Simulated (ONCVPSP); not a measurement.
## Varying the ONCV potential for chromium

Base potential:

ONCVPSP 4.0.1 input, shortened (lines: element, Z, core and valence counts, functional; n l f; lmax; l rc ep ncon nbas qcut; lloc lpopt rc5 dvloc0; l nproj debl; icmod fcfact rcfact), LDA (Perdew-Wang 92), scalar-relativistic:

```
  Cr 24.00    3    4  -001012      upf
    1    0    2.00
    2    0    2.00
    2    1    6.00
    3    0    2.00
    3    1    6.00
    3    2    5.00
    4    0    1.00
    2
    0    1.55    0.00    4    7   10.30
    1    1.00    0.00    3    8    8.70
    2    1.55    0.00    4    9    8.40
    4    3    1.00    0.00
    0    2    0.60
    1    1    1.90
    2    1    0.70
    0    0.00    0.00
```

All-electron outer shells of the reference configuration (LDA (PZ), scalar-relativistic, ld1.x):

```
shell  level (eV)  outermost node (bohr)  outermost maximum (bohr)
   2p     -560.31                      –                      0.20
   3s      -73.56                   0.36                      0.78
   3p      -45.35                   0.33                      0.80
   4s       -4.20                   1.12                      2.74
   3d       -3.13                      –                      0.84
```

Cutoffs, loose and tight: the cutoffs (Ha) at which the residual kinetic energy of the hardest occupied pseudo-wave falls to 1 and 0.1 mHa per electron. They do not see the model core or the augmentation charge, which bear on the density cutoff. Test errors are all-electron minus pseudo excitation energies from the reference, over the configurations 3s2 3p6 3d5 4s0; 3s2 3p6 3d4 4s0; 3s2 3p6 3d3 4s0; 3s2 3p6 3d4 4s1. A dash means not determined; rows that change the core or the reference have their own tests. The largest error is taken over the tests solved by every variant that gives reliable tests at all: 3s2 3p6 3d4 4s0; 3s2 3p6 3d4 4s1; 3s2 3p6 3d5 4s0.

| change | outcome | cutoff, loose | cutoff, tight | bound ghosts | GHOST(+) flags above zero | largest test error (meV) |
| --- | --- | --- | --- | --- | --- | --- |
| base | generated | 32 Ha | 48 Ha | none | none | -6.3 |
| functional PBE | generated | 32 Ha | 48 Ha | none | none | -6.2 |
| core correction Teter function fitted to the true core (icmod 2), fcfact 0.5 | generated | 32 Ha | 48 Ha | none | none | -6.3 |
| reference 3s2 3p6 3d5 4s0.5 | generated | 32 Ha | 47 Ha | none | none | -108 |
| d: ncon 3, nbas 8 | generated | 30 Ha | 36 Ha | none | none | -12 |
| local potential polynomial inside 1.00 bohr (lpopt 3, dvloc0 5 Ha) | generated | 32 Ha | 48 Ha | none | s | -6.8 |
| p: rc 1.5 | generated | 32 Ha | 48 Ha | none | none | -6.3 |
| p: rc 1.48 | generated | 32 Ha | 48 Ha | none | none | -6.3 |
| d: nproj 3 | generated | 32 Ha | 48 Ha | none | d | +11 |

**Question.** What comes out with this change to the base: d: nbas 7?

**Answer.** outcome: generated; cutoff, loose: 32 Ha; cutoff, tight: 61 Ha; bound ghosts: none; GHOST(+) flags above zero: none; largest test error (meV): -5.9.

**Question.** What comes out with this change to the base: s: qcut 12.4?

**Answer.** outcome: generated; cutoff, loose: 35 Ha; cutoff, tight: 48 Ha; bound ghosts: none; GHOST(+) flags above zero: none; largest test error (meV): -6.2.

**Question.** What comes out with this change to the base: s: qcut 10.9; p: qcut 9.2; d: qcut 8.9?

**Answer.** outcome: generated; cutoff, loose: 34 Ha; cutoff, tight: 39 Ha; bound ghosts: none; GHOST(+) flags above zero: none; largest test error (meV): -5.7.
